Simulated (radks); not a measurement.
Question: Radial electron density D(r) = 4 pi r^2 rho(r) of an atom or ion with 38 electrons. Method: scalar-relativistic Kohn-Sham, PBE, spin-polarised, spherical densities, point nucleus; computed with a radial shooting solver on a logarithmic mesh with Libxc functionals.

```
   r/bohr * D(r) (the largest magnitude, 120, reaches the edge; | marks zero)
0.0007472 |*
0.0008225 | *
0.0009054 | *
0.0009966 | *
 0.001106 |  *
 0.001217 |  *
  0.00134 |   *
 0.001475 |   *
 0.001624 |    *
 0.001787 |     *
 0.001967 |      *
 0.002165 |       *
 0.002403 |        *
 0.002645 |         *
 0.002911 |          *
 0.003205 |            *
 0.003528 |              *
 0.003883 |                *
 0.004274 |                  *
 0.004705 |                    *
 0.005221 |                      *
 0.005747 |                         *
 0.006326 |                           *
 0.006963 |                             *
 0.007665 |                                *
 0.008437 |                                  *
 0.009287 |                                    *
  0.01022 |                                      *
  0.01134 |                                       *
  0.01249 |                                        *
  0.01374 |                                        *
  0.01513 |                                        *
  0.01665 |                                        *
  0.01833 |                                       *
  0.02018 |                                      *
  0.02221 |                                     *
  0.02465 |                                    *
  0.02713 |                                    *
  0.02986 |                                    *
  0.03287 |                                     *
  0.03618 |                                       *
  0.03983 |                                          *
  0.04384 |                                             *
  0.04826 |                                                 *
  0.05355 |                                                    *
  0.05895 |                                                      *
  0.06489 |                                                      *
  0.07142 |                                                     *
  0.07862 |                                                  *
  0.08654 |                                               *
  0.09526 |                                           *
   0.1049 |                                        *
   0.1164 |                                       *
   0.1281 |                                        *
    0.141 |                                          *
   0.1552 |                                             *
   0.1708 |                                               *
    0.188 |                                               *
    0.207 |                                            *
   0.2278 |                                      *
   0.2528 |                               *
   0.2783 |                        *
   0.3063 |                   *
   0.3372 |               *
   0.3712 |              *
   0.4086 |              *
   0.4497 |              *
    0.495 |             *
   0.5493 |          *
   0.6046 |        *
   0.6656 |     *
   0.7326 |  *
   0.8064 | *
   0.8877 |*
   0.9771 *
    1.076 *
    1.193 *
    1.314 *
    1.446 *
    1.592 *
```

What is the nuclear charge?

Answer: Z = 67. The innermost maximum, from 1s, lies near gamma/Z bohr with gamma = sqrt(1 - (Z/c)^2) = 0.872, here 0.013 bohr (found: 0.0143), and its height grows with Z. The density is that of the holmium ion Ho29+ in [Kr] 4d2; the configuration itself is not fixed sharply by these data, and Z only to a few units. D(r) has 4 maxima, at r = 0.0143, 0.0633, 0.178, 0.418 bohr, and minima at 0.0271, 0.116, 0.393 bohr, inside which lie 1.92, 11.01, 29.74 electrons.
